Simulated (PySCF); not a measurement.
C7H6O2, SMILES O=Cc1ccccc1O (GFN2-xTB optimised geometry):

```
15

O     -2.562    -1.938    -0.002
C     -1.358    -1.854     0.000
C     -0.606    -0.596     0.000
C     -1.286     0.622     0.000
C     -0.603     1.820     0.000
C      0.785     1.812     0.000
C      1.479     0.617     0.000
C      0.799    -0.596     0.000
O      1.458    -1.778     0.000
H     -0.720    -2.755     0.002
H     -2.366     0.591     0.000
H     -1.140     2.755     0.001
H      1.332     2.743     0.000
H      2.562     0.618     0.000
H      2.412    -1.625     0.000
```

Level of theory: PBE0/def2-TZVP (PySCF).

Question: What are the frontier orbital energies and the dipole moment?

Answer: HOMO-2 -7.76 eV, HOMO-1 -7.26 eV, HOMO -7.06 eV, LUMO -1.78 eV, LUMO+1 -0.28 eV; dipole moment 4.91 D.

On the same geometry PBE/def2-TZVP (PySCF) gives HOMO-2 -6.74 eV, HOMO-1 -6.02 eV, HOMO -5.59 eV, LUMO -2.66 eV, LUMO+1 -1.22 eV; dipole moment 4.81 D.

Meta-Löwdin charges at PBE0/def2-TZVP: O1 -0.41, C2 0.26, C3 -0.09, C4 -0.08, C5 -0.14, C6 -0.09, C7 -0.19, C8 0.24, O9 -0.46, H10 0.09, H11 0.15, H12 0.13, H13 0.13, H14 0.12, H15 0.36.
